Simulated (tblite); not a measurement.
Species: C5H7BCl2S.
Numbering: `[CH:1]#[C:2][C@H:3]([S:4][CH2:5][CH3:6])[B:7]([Cl:8])[Cl:9]` (hydrogens: H10 on C1; H11 on C3; H12, H13 on C5; H14, H15, H16 on C6)

Computed with GFN2-xTB (tblite), gas phase: L-BFGS steps from a force-field or distance-geometry start until the largest atomic force falls under 0.01 eV/Å.

Step 80: E = -757.4149 eV
```
atom  x, y, z in Å  |  force x, y, z in eV/Å
C1     -3.2309    1.6736   -0.3749   -0.005   0.011   0.002
C2     -2.2406    1.0524   -0.1181    0.025   0.073   0.002
C3     -1.0377    0.3089    0.1796   -0.037  -0.016   0.018
S4      0.2518    0.8269   -1.0772   -0.031   0.019  -0.068
C5      1.6493   -0.2787   -0.6737    0.002   0.037   0.000
C6      2.3061    0.0673    0.6476    0.011  -0.046   0.039
B7     -1.2656   -1.2651    0.0688    0.028   0.001   0.036
Cl8    -2.0422   -1.9476   -1.2906   -0.031  -0.021  -0.036
Cl9    -0.6991   -2.3026    1.3227    0.010  -0.026   0.017
H10    -4.0957    2.2293   -0.5823   -0.007  -0.020  -0.008
H11    -0.6563    0.6351    1.1516    0.017  -0.007  -0.004
H12     2.3387   -0.1256   -1.5033    0.018   0.001  -0.015
H13     1.2887   -1.3068   -0.6981    0.039   0.002   0.013
H14     3.1915   -0.5444    0.7985    0.050  -0.048  -0.044
H15     2.6060    1.1128    0.6635   -0.057  -0.004  -0.001
H16     1.6283   -0.1267    1.4744   -0.032   0.044   0.047
```

Step 81: E = -757.4157 eV
```
atom  x, y, z in Å  |  force x, y, z in eV/Å
C1     -3.2322    1.6702   -0.3887    0.012   0.009   0.003
C2     -2.2391    1.0562   -0.1244    0.022   0.068   0.010
C3     -1.0373    0.3121    0.1827   -0.075  -0.041   0.044
S4      0.2553    0.8265   -1.0719   -0.043   0.033  -0.087
C5      1.6570   -0.2755   -0.6744   -0.036   0.044  -0.023
C6      2.3066    0.0616    0.6522   -0.002  -0.049   0.021
B7     -1.2688   -1.2626    0.0776    0.020  -0.052   0.012
Cl8    -2.1029   -1.9368   -1.2585    0.035   0.002   0.062
Cl9    -0.6526   -2.3081    1.3088   -0.038   0.040  -0.078
H10    -4.0971    2.2232   -0.6052    0.013  -0.032   0.000
H11    -0.6596    0.6393    1.1562    0.018   0.002  -0.018
H12     2.3456   -0.1089   -1.5024    0.021  -0.005   0.002
H13     1.2997   -1.3043   -0.7116    0.053  -0.004   0.022
H14     3.1942   -0.5482    0.7951    0.065  -0.033  -0.017
H15     2.5975    1.1098    0.6793   -0.045  -0.024   0.003
H16     1.6262   -0.1458    1.4739   -0.018   0.040   0.045
```

Step 82: E = -757.4170 eV
```
atom  x, y, z in Å  |  force x, y, z in eV/Å
C1     -3.2311    1.6690   -0.3811    0.000   0.015  -0.005
C2     -2.2339    1.0598   -0.1216    0.031   0.027   0.010
C3     -1.0343    0.3091    0.1783   -0.060  -0.028   0.047
S4      0.2553    0.8206   -1.0809   -0.039   0.029  -0.074
C5      1.6619   -0.2730   -0.6760   -0.053   0.031  -0.027
C6      2.3076    0.0653    0.6524   -0.008  -0.037  -0.005
B7     -1.2766   -1.2656    0.0783    0.026   0.019  -0.009
Cl8    -2.0943   -1.9390   -1.2643   -0.006  -0.017  -0.001
Cl9    -0.6912   -2.3097    1.3189    0.003   0.005  -0.012
H10    -4.0986    2.2189   -0.5954    0.016  -0.022   0.004
H11    -0.6494    0.6337    1.1496    0.014   0.007  -0.010
H12     2.3511   -0.1062   -1.5037    0.022   0.002   0.014
H13     1.3093   -1.3032   -0.7125    0.040  -0.016   0.022
H14     3.1949   -0.5456    0.7949    0.056  -0.018  -0.001
H15     2.5966    1.1137    0.6789   -0.025  -0.016   0.002
H16     1.6251   -0.1389    1.4728   -0.017   0.020   0.046
```

Task: Estimate the geometry and energy of step 83. (The exact step hangs on the optimiser's Hessian estimate; all steps are aligned on step 82, rigid shifts and turns removed.)

Result: E = -757.4176 eV, largest force 0.059 eV/Å
```
atom  x, y, z in Å  |  force x, y, z in eV/Å
C1     -3.2314    1.6686   -0.3800   -0.004   0.018  -0.007
C2     -2.2323    1.0626   -0.1211    0.030  -0.001   0.016
C3     -1.0350    0.3085    0.1782   -0.030  -0.006   0.027
S4      0.2538    0.8191   -1.0850   -0.033   0.008  -0.048
C5      1.6624   -0.2714   -0.6770   -0.042   0.010  -0.017
C6      2.3071    0.0648    0.6530   -0.010  -0.015  -0.011
B7     -1.2770   -1.2660    0.0793    0.009   0.022  -0.025
Cl8    -2.0958   -1.9388   -1.2642    0.000  -0.014   0.009
Cl9    -0.6935   -2.3104    1.3195    0.007   0.005  -0.010
H10    -4.0994    2.2171   -0.5941    0.007  -0.011   0.001
H11    -0.6465    0.6343    1.1474    0.014   0.005  -0.003
H12     2.3527   -0.1054   -1.5042    0.018   0.011   0.022
H13     1.3136   -1.3030   -0.7127    0.025  -0.013   0.015
H14     3.1941   -0.5477    0.7952    0.032  -0.005   0.001
H15     2.5966    1.1131    0.6811   -0.016  -0.017  -0.003
H16     1.6230   -0.1365    1.4733   -0.008   0.004   0.034
```

The energy changes by -0.0007 eV. The first-order estimate −F·Δx gives -0.0009 eV and the mean of the old and new forces, exact on a quadratic surface, -0.0007 eV. The step makes an angle of 62° with the force vector and moves no atom by more than 0.005 Å.

What follows is the cost of the whole relaxation. On Arm Neoverse V1, one thread, no GPU (shared host), this took 1.8 s of wall time.
